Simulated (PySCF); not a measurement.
Isomers of [C7H9O2]- (charge -1), from PySCF 2.14.0, PBE0-D3(BJ)/def2-SVP geometry optimisation, gas phase. One conformer each, no zero-point energy, no frequencies.

Task: Which isomer lies lower at this level?
A. `[CH3:1][C@H:2]1[CH2:3][CH2:4][C:5]([O-:6])=[CH:7][C:8]1=[O:9]` (charge -1) with C1–C2–C3–C4 179°, C2–C3–C4–C5 -54°, C3–C4–C5–O6 -155°, C5–C7–C8–O9 177°: A = 2922, B = 1318, C = 945.5 MHz, dipole 5.23 D
B. `[O:1]=[C:2]([O-:3])/[CH:4]=[CH:5]/[CH:6]1[CH2:7][CH2:8][CH2:9]1` (charge -1) with O1–C2–C4–C5 -1°, C4–C5–C6–C7 -129°, C5–C6–C7–C8 -142°, C6–C7–C8–C9 20°, C7–C8–C9–C6 -20°, C5–C6–C9–C8 143°: A = 5406, B = 634.4, C = 622.4 MHz, dipole 11.94 D

Result: A. That is `[C@@H]1(C)C(=O)C=C([O-])CC1`, 34.6 kcal/mol below the other.

```json
{"SMILES": "C[C@H]1CCC([O-])=CC1=O", "mapped SMILES": "[CH3:1][C@H:2]1[CH2:3][CH2:4][C:5]([O-:6])=[CH:7][C:8]1=[O:9]", "E (Eh)": "-421.89126", "relative (kcal/mol)": "0.0", "relative (kJ/mol)": "0.0", "dipole about centre of mass (D)": "5.23"}
{"SMILES": "O=C([O-])/C=C/C1CCC1", "mapped SMILES": "[O:1]=[C:2]([O-:3])/[CH:4]=[CH:5]/[CH:6]1[CH2:7][CH2:8][CH2:9]1", "E (Eh)": "-421.83616", "relative (kcal/mol)": "34.6", "relative (kJ/mol)": "144.7", "dipole about centre of mass (D)": "11.94"}
```

As drawn, the higher has a four-membered ring, which the lower lacks.
